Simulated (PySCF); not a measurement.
Breaking a bond: MgH, doublet.

Level of theory: CCSD(T) on UHF/6-31G, 1 core orbital frozen (PySCF).

Q: Relative to R = 1.80 Å, what are the energies at R = 1.69, 2.00, 2.17, 6.91 Å?

A: 1.7 mEh at 1.69 Å, 3.5 mEh at 2.00 Å, 9.6 mEh at 2.17 Å, 30.1 mEh at 6.91 Å.

The unrestricted determinant behind UCCSD(T) is spin-contaminated at 2.33 to 3.11 Å (<S²> up to 0.9, against 0.75 for a pure doublet).
